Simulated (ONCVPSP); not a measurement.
**hafnium (Hf): variants of one ONCV potential**

Base potential:

- Element: hafnium (Hf)
- Generator: ONCVPSP 4.0.1
- Type: optimised norm-conserving Vanderbilt (ONCV)
- Functional: PBEsol
- Relativity: scalar-relativistic
- Frozen core: [Kr] 4d10 4f14
- Valence charge: 12
- Reference configuration: 5s2 5p6 5d2 6s1 6p1
- Partial waves: 5s+6s: rc 2.10 bohr, ncon 4, nbas 7, qcut 6.6 1/bohr, 2 projectors; 5p+6p: rc 1.80 bohr, ncon 4, nbas 7, qcut 9.6 1/bohr, 2 projectors; 5d: rc 2.15 bohr, ncon 4, nbas 8, qcut 4.1 1/bohr, 1 projector
- Local potential: polynomial inside 1.55 bohr (lpopt 5, dvloc0 1 Ha)
- Core correction: Teter function, fcfact 1.5, rcfact 1.35

All-electron outer shells of the reference configuration (PBEsol, scalar-relativistic, ld1.x):

| shell | level (eV) | outermost node (bohr) | outermost maximum (bohr) |
| --- | --- | --- | --- |
| 4d | -207.99 | 0.23 | 0.47 |
| 5s | -68.53 | 0.55 | 1.01 |
| 5p | -37.07 | 0.60 | 1.16 |
| 4f | -18.34 | – | 0.45 |
| 6s | -6.03 | 1.36 | 2.85 |
| 5d | -3.91 | 0.67 | 1.67 |
| 6p | -2.06 | 1.65 | 3.95 |

Cutoffs, loose and tight: the cutoffs (Ha) at which the residual kinetic energy of the hardest occupied pseudo-wave falls to 1 and 0.1 mHa per electron. They do not see the model core or the augmentation charge, which bear on the density cutoff. Test errors are all-electron minus pseudo excitation energies from the reference, over the configurations 5s2 5p6 5d2 6s2 6p0; 5s2 5p6 5d2 6s1 6p0; 5s2 5p6 5d2 6s0 6p0; 5s2 5p6 5d1 6s2 6p1. A dash means not determined; rows that change the core or the reference have their own tests.

```csv
change,outcome,"cutoff, loose","cutoff, tight",bound ghosts,GHOST(+) flags above zero,largest test error (meV)
base,generated,26 Ha,47 Ha,none,none,+3.3
"core correction Teter function, fcfact 2.75, rcfact 1.1",generated,26 Ha,47 Ha,none,none,+4.4
```

Problem. What comes out with this change to the base: p: rc 2.7?

Solution. outcome: generated; cutoff, loose: 18 Ha; cutoff, tight: 47 Ha; bound ghosts: none; GHOST(+) flags above zero: none; largest test error (meV): +3.3.

Problem. What comes out with this change to the base: s: qcut 4.9; p: qcut 7.1; d: qcut 3?

Solution. outcome: generated; cutoff, loose: 46 Ha; cutoff, tight: 53 Ha; bound ghosts: none; GHOST(+) flags above zero: d; largest test error (meV): +8.1.
